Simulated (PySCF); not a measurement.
[RuNBr4]- (charge -1 and singlet state).
Cartesian coordinates in Å at the PBE0-D3(BJ)/def2-SVP level; atoms count from 1:
```xyz
6
Br4NRu angstrom
Ru     0.010   -0.017    0.143
N      0.005   -0.023    1.707
Br     2.415   -0.019   -0.465
Br     0.016    2.384   -0.476
Br    -2.391   -0.010   -0.481
Br     0.007   -2.411   -0.499
```

The calculation used PBE0-D3(BJ)/def2-SVP geometry optimisation, gas phase, def2 core potentials past Kr (PySCF 2.14.0).

**Question.** Which atoms are bound to Ru1, and at what distances?

**Answer.** 5 atoms: N2 1.564 Å, Br6 2.479 Å, Br4 2.480 Å, Br5 2.481 Å, Br3 2.481 Å.

**Question.** List the angles at Ru1.

**Answer.** 
```
      angle  degrees  distance of the outer atoms (Å)
Br3–Ru1–Br5    151.3                             4.81
Br4–Ru1–Br6    150.5                             4.80
 N2–Ru1–Br6    104.8                             3.25
 N2–Ru1–Br4    104.7                             3.25
 N2–Ru1–Br5    104.4                             3.25
 N2–Ru1–Br3    104.4                             3.24
Br3–Ru1–Br4     86.4                             3.40
Br4–Ru1–Br5     86.4                             3.40
Br3–Ru1–Br6     86.4                             3.39
Br5–Ru1–Br6     86.4                             3.39
```

**Question.** What is the shape at Ru1?

**Answer.** Square pyramidal: τ5 = (β − α)/60° = 0.01 from the two widest angles, 151.3° and 150.5° (0 for a square pyramid, 1 for a trigonal bipyramid). Differences among atoms that C4v makes equivalent are scatter left by the optimiser.

**Question.** What are the rotational constants (commonest isotopes, rigid rotor)?

**Answer.** A = 508.7, B = 506.6, C = 277.8 MHz: an oblate symmetric top.

Point group: C4v (every atom within 0.08 Å of its image). Charge -1, singlet. Whether it is a minimum is left open (no frequencies).
